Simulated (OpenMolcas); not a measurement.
**Nb3+ in Cs2NaYBr6: curves along the breathing mode**

Nb3+ with its 6 nearest bromide ions, on the Y site of Cs2NaYBr6 (a = 11.3047 Å, distance in the model lattice 2.765 Å). The rest of the host is ab initio model potentials to 7.6 Å, with orthogonalisation functions on the cations behind the ligands, and point charges beyond; the distance is set by hand and nothing relaxes. Ligand basis ANO-RCC-VDZP.

| Item | Value |
| --- | --- |
| Program | OpenMolcas |
| Method | CASSCF |
| Basis | ANO-RCC-VDZP [6s5p3d1f] |
| Scalar Hamiltonian | DKH2, point nucleus |
| Active space | 2 electrons in 5 orbitals (4d) |
| State averaging | 2S+1 = 3 even, 10 roots; 2S+1 = 1 even, 15 roots |
| Spin-orbit coupling | state interaction with AMFI integrals over the reference wave functions |

Spin-free energies (labels of O, the rotations of Oh) in cm-1 above the lowest fitted minimum, as all ligands move together:

```csv
R (Å),3T1,1T2,1E,3T2,1A1,3T1(2),1T2(2)
2.501,9830,18330,18460,31210,29200,38380,39770
2.559,4130,12850,12970,23320,23780,30720,32230
2.618,950,9890,10010,18150,20820,25770,27370
2.677,30,9150,9280,15450,20030,23270,24940
2.736,1050,10330,10480,14890,21110,22890,24630
2.795,3750,13180,13340,16210,23810,24370,26160
2.854,7960,17500,17690,19190,27960,27510,29340
```

Cubic fits give the following; the wavenumber is harmonic, with the mass of all moving ligands, small differences in it between states hang on the degree of the fit, a number in brackets counts states of one label, and the table is a selection of at most 14 states with clean curves.

```tsv
State	R0 (Å)	Breathing mode (cm-1)	Minimum (cm-1)
3T1	2.674	201	0
1T2	2.669	201	9100
1E	2.669	202	9230
3T2	2.722	199	14830
1A1	2.671	198	19990
3T1(2)	2.717	199	22780
1T2(2)	2.715	199	24500
1T1	2.715	199	26670
3A2	2.767	196	29730
1E(2)	2.762	196	39330
1A1(2)	2.748	200	51180
```

The minimum of 3T2 is shifted by +0.0478 Å against 3T1 (from the unrounded fits). With M = 479.4 u for the moving shell, the Huang-Rhys factor in this mode is S = M ω ΔR² / 2ħ = 0.01483 × 479.4 × 201 × 0.0478² = 3.27. Only the first shell moves, against a rigid host.

An orbital triplet at a regular site is open to Jahn-Teller coupling, which can distort the site and quench the lowest spin-orbit gaps and is left out. Without dynamic correlation the repulsion within the d shell is too large (B by tens of per cent), so at a given field states of lower spin stand too high. With metal d orbitals alone the field can be off either way by tens of per cent. Ligand-to-metal charge-transfer states are missing. With no ligand orbital active B as a rule stays too high, so bands that hang on it stand too high and its fall with covalency is understated. The least metal-like active orbital is 71 % on the metal (Löwdin) and no ligand orbital is active, so the numbers are rough (holds for R = 2.501). The least metal-like active orbital is 74 % on the metal (Löwdin) and no ligand orbital is active, so the numbers are rough (holds for R = 2.559). The least metal-like active orbital is 76 % on the metal (Löwdin) and no ligand orbital is active, so the numbers are rough (holds for R = 2.618). The least metal-like active orbital is 78 % on the metal (Löwdin) and no ligand orbital is active, so the numbers are rough (holds for R = 2.677). The least metal-like active orbital is 79 % on the metal (Löwdin) and no ligand orbital is active, so the numbers are rough (holds for R = 2.736). The least metal-like active orbital is 80 % on the metal (Löwdin) and no ligand orbital is active, so the numbers are rough (holds for R = 2.795). The least metal-like active orbital is 82 % on the metal (Löwdin) and no ligand orbital is active, so the numbers are rough (holds for R = 2.854). No measured value stands beside these numbers.
